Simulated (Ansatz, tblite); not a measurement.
Cost and result up the ladder for Ge9OH14, a cluster with a defect cut from the lattice of germanium (double-bonded O in place of two caps) (24 atoms). The state is a singlet with charge 0. Geometry: PBE-D4/def2-SVP.

```xyz
24

Ge   -0.2080   -0.6972    2.8550
Ge    2.1669   -1.7716   -0.1821
Ge   -1.8041   -1.5807   -0.7040
Ge   -1.8497    2.2539    0.4291
Ge    0.5855    1.0791   -2.5208
Ge   -0.0119   -2.1281    0.8715
Ge   -0.1689    1.6752    2.1506
Ge    2.3507    0.5522   -0.9151
Ge   -1.6009    0.7326   -1.4797
O     0.9608    2.7637    2.7132
H     0.9341   -0.9564    3.8756
H    -1.5792   -0.9674    3.5441
H     3.2986   -2.1193    0.8275
H     2.3008   -2.7192   -1.4091
H    -3.1910   -1.7980   -0.0312
H    -1.7074   -2.5353   -1.9303
H    -3.2626    2.0573    1.0561
H    -1.6796    3.7413    0.0143
H     0.7128    0.1486   -3.7615
H     0.7060    2.5534   -3.0035
H    -0.1590   -3.6148    1.3249
H     3.7485    0.8089   -1.5476
H     2.1999    1.4845    0.3235
H    -2.7424    1.0373   -2.5003
```

Ansatz on 2 threads of AMD EPYC 7R13 on a shared host and a share (18 GiB) of an NVIDIA H100 80GB HBM3; xTB runs through tblite on one thread. Times are rough, summed over both states, and most runs start from the orbitals of an earlier one. PBE0-D4/def2-TZVP serves as the yardstick here, not as an exact answer. The other state is a doublet.

The xTB rows come from tblite. Single mean-field runs in def2-TZVP are fitted with def2-universal-jkfit. HOMO above LUMO, or a gap near zero within one spin, warns that the state may not be the lowest or that an electron is smeared out.

Raw xTB energies of ions are shifted by several eV.

| level | functions | vertical IE (eV) | difference from PBE0-D4/def2-TZVP (eV) | remarks |
| --- | --- | --- | --- | --- |
| PBE0-D4/def2-TZVP | 547 | 8.04 | 0.00 | – |
| GFN2-xTB | 99 | 11.99 | 3.95 | – |
| PBE-D4/def2-TZVP | 547 | 7.88 | -0.16 | gap within one spin near zero (+1 doublet) |
| GFN1-xTB | 113 | 13.02 | 4.99 | – |
| revPBE-D4/def2-TZVP (with forces) | 547 | 7.88 | -0.16 | gap within one spin near zero (+1 doublet) |

Problem. Estimate how long each takes.

Solution. GFN2-xTB 0.13 s; GFN1-xTB 0.15 s; revPBE-D4/def2-TZVP (with forces) 13 s; PBE-D4/def2-TZVP 13 s; PBE0-D4/def2-TZVP 15 s. On shared hardware such times vary by a factor of up to 3.
